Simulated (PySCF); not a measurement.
Geometry (Å), atoms numbered from 1 in this order:
```xyz
14

Cl   -2.6429    0.7806    0.4048
C    -0.9674    0.1846    0.5417
C     0.0247    1.2187    0.0285
C     1.3608    0.5487   -0.1316
C     1.4833   -0.7710   -0.1704
O     0.4588   -1.6632   -0.1200
C    -0.8274   -1.1005   -0.2710
H    -0.7920   -0.0283    1.5997
H     0.1018    2.0531    0.7284
H    -0.3168    1.6245   -0.9289
H     2.2331    1.1759   -0.1952
H     2.4331   -1.2796   -0.2411
H    -1.0143   -0.8819   -1.3312
H    -1.5354   -1.8620    0.0639
```

Geometry: GFN2-xTB; GIAO absolute shieldings from PySCF 2.14, gas phase, non-relativistic, averaged over equivalent atoms.

At PBE0/pcSseg-1 (161 basis functions, 21 s wall time on 1 thread of an Arm Neoverse V1, shared host):
| atoms | σ (ppm) |
| --- | --- |
| Cl1 | 809.2 |
| C5 | 35.1 |
| C4 | 84.4 |
| C7 | 114.0 |
| C2 | 129.9 |
| C3 | 151.0 |
| O6 | 212.5 |
| H12 | 25.20 |
| H11 | 26.93 |
| H14 | 27.39 |
| H8 | 27.73 |
| H13 | 28.02 |
| H9 | 29.22 |
| H10 | 29.39 |

Question: Estimate the result of repeating the calculation with BHandHLYP/pcSseg-1.

Answer: 
| atoms | σ at BHandHLYP/pcSseg-1 | change |
| --- | --- | --- |
| Cl1 | 827.6 | +18.4 |
| C5 | 32.6 | -2.5 |
| C4 | 82.1 | -2.3 |
| C7 | 114.8 | +0.8 |
| C2 | 130.4 | +0.5 |
| C3 | 151.4 | +0.4 |
| O6 | 227.2 | +14.7 |
| H12 | 25.43 | +0.23 |
| H11 | 27.14 | +0.21 |
| H14 | 27.63 | +0.24 |
| H8 | 28.00 | +0.27 |
| H13 | 28.27 | +0.25 |
| H9 | 29.46 | +0.24 |
| H10 | 29.61 | +0.22 |

The largest change is at Cl1 (chlorine bonded to C). Cost: 161 basis functions, 27 s wall time on 1 thread of an Intel Xeon Platinum 8259CL, shared host. The order of the carbon signals is the same at both levels.

Carbons that carry Cl, above all several Cl atoms, come out too deshielded, partly because spin–orbit coupling is missing.
